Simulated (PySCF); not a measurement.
**Atomic charges by several schemes**

Species: C8H7F.
Geometry (GFN2-xTB, Å), atoms numbered from 1 in this order:
```
atom  x, y, z in Å
C1     3.9769   -0.2938   -0.5959
C2     3.0887    0.2780   -0.0218
C3     2.0924    0.9798    0.6830
F4     2.5652    1.9008    1.5592
C5     0.7624    0.8149    0.5639
C6     0.1739   -0.1286   -0.3350
C7    -1.1464   -0.3472   -0.5054
C8    -2.2249    0.3164    0.1761
C9    -3.5071    0.0352   -0.0538
H10    4.7321   -0.8082   -1.1116
H11    0.1275    1.4317    1.1814
H12    0.8759   -0.7072   -0.9219
H13   -1.4490   -1.0955   -1.2269
H14   -1.9714    1.0736    0.9041
H15   -3.8001   -0.7145   -0.7708
H16   -4.3036    0.5409    0.4639
```

Density: PBE0/pcSseg-1 (PySCF); schemes: Mulliken, IAO, Hirshfeld and ESP-fitted. One conformer (not necessarily the lowest) at the GFN2-xTB geometry, without solvent, vibrations or thermal averaging.

Question: Do the Mulliken, IAO, Hirshfeld and ESP-fitted schemes agree on where the charge is lowest?

Answer: The schemes don't all agree: Mulliken C1 (-0.293); IAO C9 (-0.302); Hirshfeld C9 (-0.088); ESP-fitted C9 (-0.500).

Question: For which atoms does the sign change between the 4 schemes (beyond +0.03 e in one, beyond −0.03 e in another)?

Answer: C2.

Question: At which atom do the 4 schemes differ most?

Answer: At C9: from -0.500 (ESP-fitted) to -0.088 e (Hirshfeld), 0.412 e apart.

Question: Tabulate the Mulliken, IAO, Hirshfeld and ESP-fitted charges.

Answer: In e:

```json
{"atom": "C1", "environment": "terminal alkyne carbon", "Mulliken": "-0.293", "IAO": "-0.191", "Hirshfeld": "-0.073", "ESP-fitted": "-0.394"}
{"atom": "C2", "environment": "alkyne carbon", "Mulliken": "+0.192", "IAO": "-0.051", "Hirshfeld": "-0.050", "ESP-fitted": "+0.040"}
{"atom": "C3", "environment": "vinylic C–F carbon", "Mulliken": "+0.301", "IAO": "+0.271", "Hirshfeld": "+0.094", "ESP-fitted": "+0.227"}
{"atom": "F4", "environment": "vinyl fluorine", "Mulliken": "-0.272", "IAO": "-0.264", "Hirshfeld": "-0.084", "ESP-fitted": "-0.171"}
{"atom": "C5", "environment": "alkene CH carbon", "Mulliken": "-0.160", "IAO": "-0.173", "Hirshfeld": "-0.059", "ESP-fitted": "-0.198"}
{"atom": "C6", "environment": "alkene CH carbon", "Mulliken": "-0.106", "IAO": "-0.150", "Hirshfeld": "-0.049", "ESP-fitted": "-0.196"}
{"atom": "C7", "environment": "alkene CH carbon", "Mulliken": "-0.099", "IAO": "-0.139", "Hirshfeld": "-0.042", "ESP-fitted": "-0.147"}
{"atom": "C8", "environment": "alkene CH carbon", "Mulliken": "-0.194", "IAO": "-0.138", "Hirshfeld": "-0.045", "ESP-fitted": "0.000"}
{"atom": "C9", "environment": "terminal =CH2 carbon", "Mulliken": "-0.121", "IAO": "-0.302", "Hirshfeld": "-0.088", "ESP-fitted": "-0.500"}
{"atom": "H10", "environment": "alkyne hydrogen", "Mulliken": "+0.061", "IAO": "+0.211", "Hirshfeld": "+0.102", "ESP-fitted": "+0.314"}
{"atom": "H11", "environment": "vinylic hydrogen", "Mulliken": "+0.123", "IAO": "+0.167", "Hirshfeld": "+0.056", "ESP-fitted": "+0.172"}
{"atom": "H12", "environment": "vinylic hydrogen", "Mulliken": "+0.120", "IAO": "+0.158", "Hirshfeld": "+0.042", "ESP-fitted": "+0.156"}
{"atom": "H13", "environment": "vinylic hydrogen", "Mulliken": "+0.100", "IAO": "+0.151", "Hirshfeld": "+0.049", "ESP-fitted": "+0.149"}
{"atom": "H14", "environment": "vinylic hydrogen", "Mulliken": "+0.114", "IAO": "+0.143", "Hirshfeld": "+0.049", "ESP-fitted": "+0.141"}
{"atom": "H15", "environment": "vinylic hydrogen", "Mulliken": "+0.116", "IAO": "+0.148", "Hirshfeld": "+0.048", "ESP-fitted": "+0.210"}
{"atom": "H16", "environment": "vinylic hydrogen", "Mulliken": "+0.118", "IAO": "+0.157", "Hirshfeld": "+0.050", "ESP-fitted": "+0.198"}
```

Mean size of the charges over all atoms: ESP-fitted 0.201 e, IAO 0.176 e, Mulliken 0.156 e, Hirshfeld 0.061 e. Each set sums to the total charge, 0, to within 0.001 e. The Mulliken scheme counts on each atom the diagonal of the density matrix times the overlap matrix over that atom's basis functions.

Question: How many electrons does the Hirshfeld scheme count on C9?

Answer: Z − q = 6 − (-0.088) = 6.088.

Question: How closely do the schemes follow one another over all atoms?

Answer: Correlation coefficient and root-mean-square difference: IAO with Hirshfeld 0.98, 0.123 e; IAO with ESP-fitted 0.93, 0.093 e; Hirshfeld with ESP-fitted 0.91, 0.177 e; Mulliken with IAO 0.86, 0.094 e; Mulliken with Hirshfeld 0.80, 0.126 e; Mulliken with ESP-fitted 0.79, 0.143 e.
